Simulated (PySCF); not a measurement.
Compound: C₄H₅F₃O₂S.
SMILES with atom numbers: `[CH2:1]=[CH:2][CH2:3][S:4](=[O:5])(=[O:6])[C:7]([F:8])([F:9])[F:10]` (hydrogens: H11, H12 on C1; H13 on C2; H14, H15 on C3)

Computed by this run: PBE0-D3(BJ)/def2-SVP geometry optimisation, gas phase in PySCF 2.14.0; density fitting, grid level 1; the optimiser is geomeTRIC in internal coordinates, started from a GFN2-xTB structure.

Geometry at step 0:
```
atom  x, y, z in Å
C1     -2.6615   -0.3679    0.0676
C2     -1.6553    0.2301   -0.5446
C3     -0.2746   -0.3166   -0.5840
S4      0.6667    0.6531    0.6405
O5      0.7686    2.0165    0.2367
O6      0.2384    0.3457    1.9644
C7      2.4121   -0.0966    0.4495
F8      2.7809   -0.0122   -0.8312
F9      2.3730   -1.3901    0.7719
F10     3.3152    0.5098    1.1984
H11    -2.5465   -1.3250    0.5483
H12    -3.6414    0.0738    0.1023
H13    -1.7781    1.1960   -1.0128
H14     0.2194   -0.1568   -1.5380
H15    -0.2212   -1.3521   -0.2607
```

Problem. What forces act on the atoms?

Solution. 
```json
{"atom": "C1", "Fx (eV/Å)": "-0.144", "Fy (eV/Å)": "-0.090", "Fz (eV/Å)": "0.037"}
{"atom": "C2", "Fx (eV/Å)": "0.471", "Fy (eV/Å)": "-0.021", "Fz (eV/Å)": "-0.209"}
{"atom": "C3", "Fx (eV/Å)": "-0.031", "Fy (eV/Å)": "0.536", "Fz (eV/Å)": "0.555"}
{"atom": "S4", "Fx (eV/Å)": "1.198", "Fy (eV/Å)": "-1.236", "Fz (eV/Å)": "-0.683"}
{"atom": "O5", "Fx (eV/Å)": "0.110", "Fy (eV/Å)": "1.768", "Fz (eV/Å)": "-1.034"}
{"atom": "O6", "Fx (eV/Å)": "-0.638", "Fy (eV/Å)": "-0.864", "Fz (eV/Å)": "1.655"}
{"atom": "C7", "Fx (eV/Å)": "0.083", "Fy (eV/Å)": "-0.366", "Fz (eV/Å)": "-0.317"}
{"atom": "F8", "Fx (eV/Å)": "-0.134", "Fy (eV/Å)": "0.131", "Fz (eV/Å)": "0.263"}
{"atom": "F9", "Fx (eV/Å)": "-0.116", "Fy (eV/Å)": "0.333", "Fz (eV/Å)": "0.068"}
{"atom": "F10", "Fx (eV/Å)": "-0.546", "Fy (eV/Å)": "0.000", "Fz (eV/Å)": "-0.126"}
{"atom": "H11", "Fx (eV/Å)": "0.114", "Fy (eV/Å)": "-0.550", "Fz (eV/Å)": "0.301"}
{"atom": "H12", "Fx (eV/Å)": "-0.573", "Fy (eV/Å)": "0.306", "Fz (eV/Å)": "-0.007"}
{"atom": "H13", "Fx (eV/Å)": "-0.162", "Fy (eV/Å)": "0.480", "Fz (eV/Å)": "-0.208"}
{"atom": "H14", "Fx (eV/Å)": "0.257", "Fy (eV/Å)": "0.001", "Fz (eV/Å)": "-0.390"}
{"atom": "H15", "Fx (eV/Å)": "0.111", "Fy (eV/Å)": "-0.427", "Fz (eV/Å)": "0.096"}
```

The largest, 2.05 eV/Å, acts on O5; the rms over all components is 0.573 eV/Å. The forces sum to zero within rounding, as they must for an isolated molecule in no field.

Problem. Give the force on O5 in Eh/bohr and in nN.

Solution. 2.051 eV/Å ÷ 51.422 = 0.03988 Eh/bohr, and 2.051 eV/Å × 1.602 = 3.29 nN.

Problem. How far is this geometry from the end of the optimisation?

Solution. 0.148 eV above it, and 0.059 Å rms away after alignment. The bonds farthest from their final lengths, with half the difference of the two atoms' forces along the bond (positive lengthens):

```tsv
bond	now (Å)	final (Å)	force along bond (eV/Å)
S4–C7	1.909	1.866	-0.70
S4=O5	1.426	1.454	+1.45
S4=O6	1.425	1.452	+1.32
C3–S4	1.824	1.805	-0.57
C1–H12	1.075	1.092	+0.28
C1–H11	1.077	1.094	+0.28
```

The angle farthest from its final value is S4–C7–F10, 112.8° against 108.7°.

Of the 6 listed bonds off by 0.010 Å or more, this force points towards the final length in 6.

The cost below is that of the whole optimisation. On an Arm Neoverse V1 with one thread, shared host with 32 logical CPUs at a one-minute load of 16, this took 2.7 min of wall time and 0.69 GiB of memory at its peak.
